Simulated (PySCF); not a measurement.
[(Z)-prop-1-enyl]silane (C₃H₈Si), SMILES C(=C/[SiH3])/C.

Geometry optimised at r2SCAN-D4/def2-SVP.

The numbers are results of SMD-ωB97X/def2-SVP (PySCF), not measurements.

Solvation free energies are E(SMD) − E(gas) at the gas-phase geometry, for 1 M in both phases. In vacuum the dipole moment is 1.24 D.

Computed solvation free energies in water, diethylether, benzene:
```json
[
 {"solvent": "water", "ΔG(solv) (kcal/mol)": "2.1", "its non-electrostatic (CDS) part": "3.9", "dipole (D)": "1.65"},
 {"solvent": "diethylether", "ΔG(solv) (kcal/mol)": "-2.2", "its non-electrostatic (CDS) part": "-1.0", "dipole (D)": "1.52"},
 {"solvent": "benzene", "ΔG(solv) (kcal/mol)": "-2.1", "its non-electrostatic (CDS) part": "-1.3", "dipole (D)": "1.42"}
]
```
